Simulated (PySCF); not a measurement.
Computed with PBE-D3(BJ)/def2-TZVP in PySCF 2.14.0. Gas-phase values, no solvent. Excitations are Tamm–Dancoff values on a coarser integration grid. The basis has no diffuse functions, so Rydberg states are missing or too high.

Reference species (SMILES): `F[SiH](F)F` (neutral, multiplicity 1).

```json
{
 "HOMO": "-9.58 eV",
 "S1–T1 gap (TDA)": "0.86 eV",
 "S1 excitation (TDA)": "9.99 eV",
 "LUMO": "0.04 eV"
}
```

After one change: the HOMO increases by 1.55 eV; the S1–T1 gap (TDA) goes up by 0.26 eV; the S1 excitation (TDA) falls by 2.35 eV; the LUMO decreases by 1.00 eV.

What was changed between the two runs? The new species is one of these.
(A) `F[Si](F)(F)Br`
(B) `F[Si](F)(F)[SeH]`
(C) `O[Si](F)(F)F`
(D) `F[Si](F)(F)[GeH3]`

D, `F[Si](F)(F)[GeH3]`
